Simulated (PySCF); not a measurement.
Atom-mapped SMILES (the numbers label the heavy atoms): `[CH:1]#[C:2][c:3]1[cH:4][cH:5][cH:6][n:7]1[SiH2:8][Cl:9]` (H(Xn): hydrogen on atom n).

[PySCF 2.14.0 with density-fitted response routines: coordinates at the GFN2-xTB level; σ from GIAO-PBE0/pcSseg-1; a single conformation; isolated molecule; fast rotation and ring inversion assumed for equivalent nuclei; non-relativistic]

References, each an isolated molecule treated in the same way: $^{13}$C, $^{1}$H, $^{29}$Si vs TMS; $^{15}$N against NH3; $^{35}$Cl against HCl.

```csv
atoms,nucleus,count,Hirshfeld charge,δ (ppm)
C4,$^{13}$C,1,-0.07,130.4
H(C5),$^{1}$H,1,0.05,6.59
H(C1),$^{1}$H,1,0.09,3.20
C3,$^{13}$C,1,0.02,119.3
Si8,$^{29}$Si,1,0.40,?
C1,$^{13}$C,1,-0.10,92.5
H(C6),$^{1}$H,1,0.04,6.92
N7,$^{15}$N,1,-0.11,?
C5,$^{13}$C,1,-0.09,118.1
C6,$^{13}$C,1,-0.02,?
C2,$^{13}$C,1,-0.05,80.4
H(Si8),$^{1}$H,2,-0.07,5.92
Cl9,$^{35}$Cl,1,-0.09,-42
H(C4),$^{1}$H,1,0.06,?
```

Complete the table.

Answers


- C6: 129.3 ppm, aromatic CH next to a ring nitrogen
- H(C4): 7.15 ppm, hydrogen on an aromatic CH; the ring current deshields protons in the ring plane
- N7: 178.2 ppm, pyrrole-type ring nitrogen
- Si8: -21.2 ppm, silicon bonded to Cl, N, 2 H

Shifts are as computed. Against solution values, carbons near 30 ppm lie about +3 ppm off and those near 130 ppm about +5 ppm. Of 1211 compounds with measured shifts, 218 miss one by over three times the rms of a fit or turn the order of signals round; such compounds aren't used in these exercises. Experimental scales use liquid or dissolved standards, which lie at an offset from isolated NH3 (liquid NH3: subtract about 20 ppm). Unscaled 15N shifts of sp2 nitrogen come out 20 to 40 ppm too high even then.
